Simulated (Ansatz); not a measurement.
Na9⁺ (the lowest singlet isomer of a short search). Total charge 1; singlet. Geometry r2SCAN/def2-SVP, basis def2-TZVP, Ansatz.

Cartesian coordinates in Å:
```
Na 0.0037 0.0002 0.0205
Na 2.0680 -2.4880 0.1046
Na -0.3712 1.3125 -2.9149
Na 1.3537 0.5031 2.8992
Na -1.2570 -2.2567 -1.9274
Na -3.1231 0.7471 0.0790
Na -0.1785 3.1939 0.5846
Na -1.3937 -2.1143 2.0414
Na 2.8979 1.1023 -0.8871
```

```tsv
run	HOMO (eV)	LUMO (eV)
A	-7.17	-3.07
B	-6.14	-4.05
C	-5.70	-4.31
D	-5.79	-4.53
E	-6.74	-3.46
```

Another isomer (singlet) lies 0.11 eV lower at PBE0/def2-TZVP; other spin states weren't run for this one.

Question: The runs used CAM-B3LYP, PBE, PBE0, r2SCAN, ωB97M-V. Estimate which is which.

Answer: A ωB97M-V (range-separated); B PBE0 (25 % exact exchange); C r2SCAN (0 % exact exchange); D PBE (0 % exact exchange); E CAM-B3LYP (range-separated). Exact exchange lowers occupied and raises empty levels; among semilocal functionals meta-GGAs tend to open the gap a little, and such runs are hard to tell apart. The gap grows from 1.26 eV (PBE) to 4.10 eV (ωB97M-V). The restricted singlet is unstable towards broken spin symmetry in Hartree–Fock (as tested in another run); at ωB97M-V/def2-TZVP, PBE0/def2-TZVP, r2SCAN/def2-TZVP, PBE/def2-TZVP and others this wasn't settled.
